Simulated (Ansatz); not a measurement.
Consider the formal exchange of groups at the Al–S bond: `[AlH2][S][AlH2]` + `CC[TeH]` → `[AlH2][CH2]C[TeH]` + `[AlH2][SH]`.

Program: Ansatz. Geometries: PBE0-D4/def2-TZVP. ΔE: electronic, gas phase. CBS: MP2 limit from def2 TZ/QZ plus the TZ coupled-cluster correction, frozen cores. This one scheme is used for every species. DFT in def2-TZVPP. B3LYP here is the variant with VWN-RPA as its local correlation; programs differ in this. HSE06 is defined as in plane-wave codes. Elements past krypton have def2 core potentials. For Te outer-core shells are correlated without core-valence functions, which leaves a few kJ/mol of doubt a bond. Each species was taken in one conformer, which may not be the lowest.

| level | ΔE (kJ/mol) | difference from CCSD(T)/CBS |
| --- | --- | --- |
| PBE-D4 | 130.0 | -6.2 |
| BLYP-D4 | 126.3 | -9.9 |
| r2SCAN-D4 | 136.5 | 0.3 |
| B97M-V | 135.4 | -0.8 |
| PBE0-D4 | 135.0 | -1.2 |
| B3LYP-D4 | 131.3 | -4.9 |
| r2SCANh-D4 | 137.6 | 1.4 |
| r2SCAN0-D4 | 139.1 | 2.9 |
| HSE06-D4 | 135.0 | -1.2 |
| BHLYP-D4 | 138.3 | 2.1 |
| CAM-B3LYP-D4 | 131.2 | -5.0 |
| ωB97X-V | 134.2 | -2.0 |
| ωB97M-V | 133.0 | -3.2 |
| B2PLYP | 134.5 | -1.7 |
| PBE-QIDH | 139.1 | 2.9 |
| PBE | 130.4 | -5.8 |
| revPBE | 130.3 | -5.9 |
| BLYP | 127.2 | -9.0 |
| PBE0 | 135.4 | -0.8 |
| B3LYP | 131.7 | -4.5 |
| r2SCANh | 137.9 | 1.7 |
| r2SCAN0 | 139.5 | 3.3 |
| HSE06 | 135.4 | -0.8 |
| BHLYP | 137.3 | 1.1 |
| CAM-B3LYP | 131.6 | -4.6 |
| RPA@PBE/def2-TZVPP | 129.5 | -6.7 |
| HF/def2-SVP | 144.5 | 8.3 |
| MP2/def2-SVP | 137.5 | 1.3 |
| CCSD/def2-SVP | 135.2 | -1.0 |
| CCSD(T)/def2-SVP | 134.7 | -1.5 |
| MP2/def2-TZVPP | 137.5 | 1.3 |
| SCS-MP2/def2-TZVPP | 136.4 | 0.2 |
| CCSD/def2-TZVPP | 134.6 | -1.6 |
| CCSD(T)/def2-TZVPP | 134.2 | -2.0 |
| HF/def2-QZVPP | 143.2 | 7.0 |
| MP2/def2-QZVPP | 138.5 | 2.3 |
| SCS-MP2/def2-QZVPP | 137.6 | 1.4 |
| HF/CBS(def2) | 143.1 | 6.9 |
| MP2/CBS(def2) | 139.5 | 3.3 |
| CCSD/CBS(def2) | 136.6 | 0.4 |
| CCSD(T)/CBS | 136.2 | 0 |

Largest T1 diagnostic among the species: 0.011.

Leaving LDA and LC-ωPBE aside and taking each functional with its dispersion term where it has one, the values spread over 12.8 kJ/mol, from BLYP-D4 to PBE-QIDH. From BLYP to BHLYP (50 % exact exchange), in def2-TZVPP and without D4, ΔE moves by +10.1 kJ/mol. In def2-TZVPP, CCSD(T) changes the Hartree–Fock value by −9.5 kJ/mol (the triples alone add −0.3 kJ/mol) and MP2 by −6.2 kJ/mol.
